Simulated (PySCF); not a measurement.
PySCF input (BP86/def2-TZVPD):

```python
from pyscf import gto, scf, dft

mol = gto.M(
    atom='''
    Se    0.18675409   -0.10892670    0.29877259
    F     0.34359092    1.28005317   -0.63785983
    F    -0.95744674   -0.92329429   -0.62791672
    H    -0.82493681    0.49267803    1.23372097
    ''',
    basis='def2-tzvpd',
    charge=1,
    spin=0,
    verbose=4,
)

mf = dft.RKS(mol, xc='bp86').density_fit(auxbasis='def2-universal-jkfit')
mf.grids.level = 3
mf.conv_tol = 1e-9
mf.max_cycle = 100
mf.max_memory = 1500
mf.kernel()
if not mf.converged:
    mf = mf.newton()
    mf.kernel(mf.make_rdm1())
mf.analyze()
```

Output:

```
PySCF version 2.14.0

[INPUT] verbose = 4
[INPUT] num. atoms = 4
[INPUT] num. electrons = 52
[INPUT] charge = 1
[INPUT] spin (= nelec alpha-beta = 2S) = 0
[INPUT] symmetry False subgroup None
[INPUT] Mole.unit = angstrom
[INPUT] Symbol           X                Y                Z      unit          X                Y                Z       unit  Magmom
[INPUT]  1 Se     0.186754090000  -0.108926700000   0.298772590000 AA    0.352914082742  -0.205841630653   0.564598368627 Bohr   0.0
[INPUT]  2 F      0.343590920000   1.280053170000  -0.637859830000 AA    0.649292737687   2.418949916181  -1.205380384562 Bohr   0.0
[INPUT]  3 F     -0.957446740000  -0.923294290000  -0.627916720000 AA   -1.809312117458  -1.744773340475  -1.186590629835 Bohr   0.0
[INPUT]  4 H     -0.824936810000   0.492678030000   1.233720970000 AA   -1.558904640972   0.931026544290   2.331394747433 Bohr   0.0

nuclear repulsion = 225.260203978125
number of shells = 52
number of NR pGTOs = 233
number of NR cGTOs = 146
basis = def2-tzvpd
ecp = {}

******** <class 'pyscf.df.df_jk.DFRKS'> ********
method = DFRKS
initial guess = minao
damping factor = 0
level_shift factor = 0
DIIS = <class 'pyscf.scf.diis.CDIIS'>
diis_start_cycle = 1
diis_space = 8
diis_damp = 0
SCF conv_tol = 1e-09
SCF conv_tol_grad = None
SCF max_cycles = 100
direct_scf = False
XC library pyscf.dft.libxc version 7.1.2
    S. Lehtola, C. Steigemann, M. J. T. Oliveira, and M. A. L. Marques,  SoftwareX 7, 1–5 (2018)
XC functionals = bp86
    A. D. Becke,  Phys. Rev. A 38, 3098 (1988)
    J. P. Perdew,  Phys. Rev. B 33, 8822 (1986)
    J. P. Perdew,  Phys. Rev. B 34, 7406–7406 (1986)
radial grids:
    Treutler-Ahlrichs [JCP 102, 346 (1995); DOI:10.1063/1.469408] (M4) radial grids

becke partition: Becke, JCP 88, 2547 (1988); DOI:10.1063/1.454033
pruning grids: <function nwchem_prune>
grids dens level: 3
symmetrized grids: False
atomic radii adjust function: <function treutler_atomic_radii_adjust>
small_rho_cutoff = 0
Set gradient conv threshold to 3.16228e-05
Initial guess from minao.
tot grids = 58760
init E= -2601.68084804414
  HOMO = -0.324514040602132  LUMO = -0.114465977624864  gap/eV = 5.71570
cycle= 1 E= -2601.67430789681  delta_E= 0.00654  |g|= 1.01  |ddm|= 1.76
  HOMO = -0.542293768599548  LUMO = -0.420858738745387  gap/eV = 3.30442
cycle= 2 E= -2600.63419416509  delta_E= 1.04  |g|= 2.69  |ddm|= 1.88
  HOMO = -0.614922042510578  LUMO = -0.415808952352518  gap/eV = 5.41814
cycle= 3 E= -2601.82084636045  delta_E= -1.19  |g|= 0.303  |ddm|= 1.39
[...]
cycle= 11 E= -2601.83416839933  delta_E= -2.72e-10  |g|= 1.13e-06  |ddm|= 2.07e-05
  HOMO = -0.590613396633195  LUMO = -0.393764450179547  gap/eV = 5.35653
Extra cycle  E= -2601.83416839932  delta_E= 1.91e-11  |g|= 1.45e-06  |ddm|= 1.87e-06
converged SCF energy = -2601.83416839932
**** SCF Summaries ****
Total Energy =                       -2601.834168399315786
Nuclear Repulsion Energy =             225.260203978125077
One-electron Energy =                -4053.112459720744027
Two-electron Energy =                 1226.018087343303478
Two-electron Coulomb Energy =         1334.420651865754053
DFT Exchange-Correlation Energy =     -108.402564522450604
HOMO-LUMO gap [eV] =                     5.356532669580516
**** MO energy ****
MO #1   energy= -452.683128067976  occ= 2
MO #2   energy= -57.8766304703011  occ= 2
MO #3   energy= -52.0261385940473  occ= 2
MO #4   energy= -52.0252385104684  occ= 2
MO #5   energy= -52.0221533943548  occ= 2
MO #6   energy= -24.593103082103   occ= 2
MO #7   energy= -24.5930980829048  occ= 2
MO #8   energy= -7.98744085735356  occ= 2
MO #9   energy= -5.97990210620168  occ= 2
MO #10  energy= -5.97671391988822  occ= 2
MO #11  energy= -5.96694165185415  occ= 2
MO #12  energy= -2.42051135816673  occ= 2
MO #13  energy= -2.41916747736982  occ= 2
MO #14  energy= -2.41196133298028  occ= 2
MO #15  energy= -2.40988688109858  occ= 2
MO #16  energy= -2.4081289706392   occ= 2
MO #17  energy= -1.42626010437359  occ= 2
MO #18  energy= -1.38863439708793  occ= 2
MO #19  energy= -0.985408963832953 occ= 2
MO #20  energy= -0.770664342517275 occ= 2
MO #21  energy= -0.762075749388886 occ= 2
MO #22  energy= -0.722569781551128 occ= 2
MO #23  energy= -0.666096379438747 occ= 2
MO #24  energy= -0.662082047918459 occ= 2
MO #25  energy= -0.653605834852725 occ= 2
MO #26  energy= -0.590613396633195 occ= 2
MO #27  energy= -0.393764450179547 occ= 0
MO #28  energy= -0.379127780336164 occ= 0
MO #29  energy= -0.28477036241032  occ= 0
MO #30  energy= -0.149982731758721 occ= 0
MO #31  energy= -0.129175251698339 occ= 0
MO #32  energy= -0.118098055868949 occ= 0
MO #33  energy= -0.117575062516323 occ= 0
MO #34  energy= -0.107926782432033 occ= 0
MO #35  energy= -0.105735065928976 occ= 0
MO #36  energy= -0.0645026638648477 occ= 0
MO #37  energy= -0.0610373334934495 occ= 0
MO #38  energy= -0.0249991318428128 occ= 0
MO #39  energy= -0.00861189059192483 occ= 0
MO #40  energy= -0.00177115414716603 occ= 0
MO #41  energy= 0.00222231874786225 occ= 0
MO #42  energy= 0.0060292074639558 occ= 0
MO #43  energy= 0.0184361573468525 occ= 0
MO #44  energy= 0.0214408372031862 occ= 0
MO #45  energy= 0.025255589937039  occ= 0
MO #46  energy= 0.0423222927985025 occ= 0
MO #47  energy= 0.0429257820460248 occ= 0
MO #48  energy= 0.0877671316270622 occ= 0
MO #49  energy= 0.109125845351974  occ= 0
MO #50  energy= 0.124726671728031  occ= 0
MO #51  energy= 0.141074787438753  occ= 0
MO #52  energy= 0.154103243497668  occ= 0
MO #53  energy= 0.18057678153558   occ= 0
MO #54  energy= 0.202419800247691  occ= 0
MO #55  energy= 0.205971770260423  occ= 0
MO #56  energy= 0.237551499368207  occ= 0
MO #57  energy= 0.263029668571228  occ= 0
MO #58  energy= 0.273793124151969  occ= 0
MO #59  energy= 0.302445859145965  occ= 0
MO #60  energy= 0.345725382265265  occ= 0
MO #61  energy= 0.352439052603997  occ= 0
MO #62  energy= 0.37953213184596   occ= 0
MO #63  energy= 0.393708217931861  occ= 0
MO #64  energy= 0.409675850571494  occ= 0
MO #65  energy= 0.429949382294138  occ= 0
MO #66  energy= 0.431929048092726  occ= 0
MO #67  energy= 0.454132554463661  occ= 0
MO #68  energy= 0.505213928044724  occ= 0
MO #69  energy= 0.513598316681474  occ= 0
MO #70  energy= 0.581108498400987  occ= 0
MO #71  energy= 0.650706289195244  occ= 0
MO #72  energy= 0.686371032289715  occ= 0
MO #73  energy= 0.707350908241381  occ= 0
MO #74  energy= 0.802365186364555  occ= 0
MO #75  energy= 0.815999355250116  occ= 0
MO #76  energy= 0.874809795339679  occ= 0
MO #77  energy= 0.88357156592963   occ= 0
MO #78  energy= 0.894543006096095  occ= 0
MO #79  energy= 0.899845487787045  occ= 0
MO #80  energy= 0.922091466619708  occ= 0
MO #81  energy= 0.943180774579947  occ= 0
MO #82  energy= 0.950721077639791  occ= 0
MO #83  energy= 1.00571268316184   occ= 0
MO #84  energy= 1.06223315648896   occ= 0
MO #85  energy= 1.13132056234382   occ= 0
MO #86  energy= 1.19238720533851   occ= 0
MO #87  energy= 1.202246066122     occ= 0
MO #88  energy= 1.21146641479968   occ= 0
MO #89  energy= 1.27480342354437   occ= 0
MO #90  energy= 1.29841097451566   occ= 0
MO #91  energy= 1.56948282568913   occ= 0
MO #92  energy= 1.59255378515156   occ= 0
MO #93  energy= 1.63842402284694   occ= 0
MO #94  energy= 1.67190780894834   occ= 0
MO #95  energy= 1.88319388431124   occ= 0
MO #96  energy= 1.90516385973764   occ= 0
MO #97  energy= 1.90787645627183   occ= 0
MO #98  energy= 1.91791466080009   occ= 0
MO #99  energy= 2.00033540390675   occ= 0
MO #100 energy= 2.06730974916151   occ= 0
MO #101 energy= 2.13918456982547   occ= 0
MO #102 energy= 2.17331594298658   occ= 0
MO #103 energy= 2.21088285658531   occ= 0
MO #104 energy= 2.47014585045512   occ= 0
MO #105 energy= 2.55616923366706   occ= 0
MO #106 energy= 2.6057958042016    occ= 0
MO #107 energy= 2.88871525485804   occ= 0
[...]
```

It need not be the lowest isomer of its formula.
